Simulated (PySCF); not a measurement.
PBE0 on Fe⁻ (iron, charge -1), [Ar] 3d7 4s2, high-spin 4F determinant. Calculation: PySCF 2.14, in aug-cc-pVTZ with one added diffuse shell each of s, p, d, f, g type (9s8p6d4f3g, 118 functions); no relativity, point nucleus.

```
cycle= 1 E= -1263.47421820984  delta_E= -0.0247  |g|= 0.145  |ddm|= 1.79
cycle= 2 E= -1263.46066797316  delta_E= 0.0136  |g|= 0.298  |ddm|= 0.451
cycle= 3 E= -1263.47859458448  delta_E= -0.0179  |g|= 0.037  |ddm|= 0.329
cycle= 4 E= -1263.47918217636  delta_E= -0.000588  |g|= 0.00717  |ddm|= 0.114
cycle= 5 E= -1263.47928882924  delta_E= -0.000107  |g|= 0.00211  |ddm|= 0.0574
cycle= 6 E= -1263.47932015228  delta_E= -3.13e-05  |g|= 0.000407  |ddm|= 0.0683
cycle= 7 E= -1263.47932039328  delta_E= -2.41e-07  |g|= 8.69e-05  |ddm|= 0.00621
cycle= 8 E= -1263.47932040491  delta_E= -1.16e-08  |g|= 3.67e-05  |ddm|= 0.000541
cycle= 9 E= -1263.47932040631  delta_E= -1.4e-09  |g|= 1.74e-06  |ddm|= 0.000405
cycle= 10 E= -1263.47932040635  delta_E= -3.48e-11  |g|= 1.25e-06  |ddm|= 9.42e-05
converged SCF energy = -1263.47932040635  <S^2> = 3.8124177  2S+1 = 4.031088
```

Highest occupied orbital energy: 1.040 eV; ⟨L²⟩ = 12.03; populations by l: s 8.00, p 12.00, d 7.00, f 0.00.

Q: Can this result be used?

A: With care. Self-consistency was reached. ⟨S²⟩ = 3.81 against 3.75 shows spin contamination. At PBE0 the highest occupied level has a positive energy, so only the finite basis holds that electron; in a semilocal or global hybrid functional this comes from self-interaction and does not mean that the real anion is unbound.
